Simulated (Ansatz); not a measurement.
Geometry optimisation, RKS BHLYP/def2-SVP in Ansatz 0.2.0.

Input:

```yaml
crystal:
  periodic: [false, false, false]
  atoms:
    - { symbol: F, position_ang: [-2.3467, 0.2864, 0.7362] }
    - { symbol: Si, position_ang: [-1.0825, 0.6043, 1.5947] }
    - { symbol: O, position_ang: [0.0416, -0.5095, 1.1388] }
    - { symbol: C, position_ang: [0.2264, -0.9434, -0.2173] }
    - { symbol: Si, position_ang: [1.1363, 0.0571, -1.4731] }
    - { symbol: H, position_ang: [-1.3921, 0.4834, 3.0358] }
    - { symbol: H, position_ang: [-0.5495, 1.9705, 1.2986] }
    - { symbol: H, position_ang: [0.6779, -1.9188, -0.1786] }
    - { symbol: H, position_ang: [-0.8494, -1.1311, -0.5679] }
    - { symbol: H, position_ang: [0.5234, 1.4107, -1.5907] }
    - { symbol: H, position_ang: [2.5287, 0.2377, -0.9795] }
    - { symbol: H, position_ang: [1.1629, -0.6023, -2.7629] }
basis:
  gaussian: { orbitals: def2-SVP }
hamiltonian:
  xc: { name: BHLYP }
relax:
  f_tol: 0.02
  max_steps: 50
```

Run as:

```bash
$ ansatz run input.yaml --threads 2 --pin off --max-ram 3072MiB --backend cpu --events-out ev --progress --plain --runs-dir out
```

**Question.** Where does it end, and by what steps?

**Answer.** It converged. The force dipped under the threshold on the way, but the program's further checks kept it going. After 41 steps the energy has fallen by 0.401 eV; H7 moved furthest, 2.17 Å.

| step | energy less start (eV) | largest force component (eV/Å) | accepted |
| --- | --- | --- | --- |
| 0 | 0.0000 | 3.279 | yes |
| 2 | -0.3227 | 0.339 | yes |
| 4 | -0.3424 | 0.245 | yes |
| 6 | -0.3484 | 0.039 | yes |
| 8 | -0.3527 | 0.163 | yes |
| 10 | -0.3562 | 0.246 | yes |
| 12 | -0.3602 | 0.027 | yes |
| 14 | -0.3620 | 0.163 | yes |
| 16 | -0.3647 | 0.050 | yes |
| 18 | -0.3673 | 0.129 | yes |
| 20 | -0.3700 | 0.297 | yes |
| 22 | -0.3814 | 0.098 | yes |
| 24 | -0.3847 | 0.459 | no |
| 26 | -0.3879 | 0.019 | yes |
| 28 | -0.3899 | 0.324 | no |
| 30 | -0.3924 | 0.017 | yes |
| 32 | -0.3963 | 0.156 | yes |
| 34 | -0.3984 | 0.132 | yes |
| 36 | -0.3995 | 0.123 | no |
| 38 | -0.4003 | 0.048 | yes |
| 40 | -0.4005 | 0.031 | yes |
| 41 | -0.4006 | 0.017 | yes |

```xyz
12
Properties=species:S:1:pos:R:3
F -1.715 -0.980 2.308
Si -1.286 0.465 1.735
O -0.043 0.294 0.684
C -0.079 -0.369 -0.564
Si 1.589 -0.132 -1.428
H -0.809 1.290 2.849
H -2.476 1.010 1.056
H -0.282 -1.438 -0.429
H -0.886 0.028 -1.195
H 1.842 1.310 -1.643
H 2.672 -0.708 -0.600
H 1.549 -0.825 -2.740
```

Whether the end is a true minimum wasn't checked by a vibrational analysis.

Time of the run: 110 s on 2 threads of Intel(R) Xeon(R) Platinum 8375C CPU @ 2.90GHz (Ice Lake) (shared host), peak memory 0.28 GiB.
